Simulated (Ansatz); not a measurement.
Ansatz (an electronic-structure program) input (PBE/def2-SVP):

Ansatz 0.2 input:
```yaml
crystal:
  periodic: [false, false, false]
  atoms:
    - {symbol: B, position_ang: [-0.00000000, -0.00000000, -0.65016523]}
    - {symbol: F, position_ang: [0.00000000, 0.00000000, 0.56413896]}
    - {symbol: H, position_ang: [-0.00000000, -0.00000000, -1.82642451]}
basis:
  gaussian:
    orbitals: def2-SVP
hamiltonian:
  xc: {name: PBE}
total_charge: 1
output: {forces: true}
```

Problem. Predict the final energy.

Solution. -124.71901 Eh.
